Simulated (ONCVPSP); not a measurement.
Te: excitation energies, all-electron against ONCV

- Element: Te (Z = 52)
- Generator: ONCVPSP 4.0.1
- Type: optimised norm-conserving Vanderbilt (ONCV)
- Functional: PBE
- Relativity: fully relativistic
- Frozen core: [Ar] 3d10
- Valence charge: 24
- Reference configuration: 4s2 4p6 4d10 5s2 5p1 (charge +3)
- Partial waves: 4s+5s: rc 1.35 bohr, ncon 3, nbas 7, qcut 9.6 1/bohr, 2 projectors; 4p+5p: rc 1.10 bohr, ncon 3, nbas 6, qcut 14.7 1/bohr, 2 projectors; 4d: rc 1.55 bohr, ncon 4, nbas 9, qcut 8 1/bohr, 2 projectors, debl 1.6 Ha
- Local potential: polynomial inside 0.70 bohr (lpopt 3, dvloc0 3 Ha)
- Core correction: Teter function, fcfact 1.75, rcfact 1.7

Open shells are filled in proportion to 2j + 1.

In the d channel the program set the typed energies aside and used -2.635, 0.250 Ha (j = l + 1/2; the other j can differ).

Energies are relative to the spin-unpolarised reference configuration 4s2 4p6 4d10 5s2 5p1; without spin polarisation the order of configurations can differ from experiment.

```json
{"valence configuration": "4s2 4p6 4d10 5s2 5p4", "charge": "0", "ΔE all-electron (eV)": "-54.627", "error AE − PS (meV)": "-3.3"}
{"valence configuration": "4s2 4p6 4d10 5s2 5p3", "charge": "+1", "ΔE all-electron (eV)": "-44.877", "error AE − PS (meV)": "-2.6"}
{"valence configuration": "4s2 4p6 4d10 5s2 5p2", "charge": "+2", "ΔE all-electron (eV)": "-26.928", "error AE − PS (meV)": "-1.4"}
{"valence configuration": "4s2 4p6 4d10 5s2 5p3.5", "charge": "+0.5", "ΔE all-electron (eV)": "-50.719", "error AE − PS (meV)": "-3.1"}
```
